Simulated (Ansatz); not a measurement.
Reactions of `C=C(F)SC`.

Calculated with Ansatz (gas phase, PBE0-D4/def2-TZVP geometries, no zero-point term in ΔE). CCSD(T)/CBS is the MP2 limit (def2-TZVPP, def2-QZVPP) plus CCSD(T) − MP2 in def2-TZVPP, frozen cores. This one scheme is used for every species. DFT in def2-TZVPP. One conformer a species, not always the lowest.

```tsv
reaction	r2SCAN-D4 (kJ/mol)	CCSD/CBS(def2) (kJ/mol)	MP2/CBS(def2) (kJ/mol)	PBE-D4 (kJ/mol)
`C=C(F)SC` + H₂S → `C=C(F)S` + CH₃SH	18	18	20	18
`C=C(F)SC` + `CC(O)F` → `COC(C)F` + `C=C(F)S`	45	46	54	47
`C=C(F)SC` + `[F][Al]([SH])[Cl]` → `C[S][Al]([F])[Cl]` + `C=C(F)S`	24	24	26	23
`C=C(F)SC` + `N[SiH3]` → `C=C(F)[SiH2]N` + CH₃SH	-27	-37	-30	-25
`C=C(F)SC` + H₂ → `C=CSC` + H–F	-75	-100	-101	-77
```

(1) Give the CCSD(T)/CBS values in the same order. (Estimate.)

Largest T1 diagnostic: 0.012, for `C=C(F)S`.

Results:

(1) Ansatz gave: 19, 47, 24, -34, -96 kJ/mol.
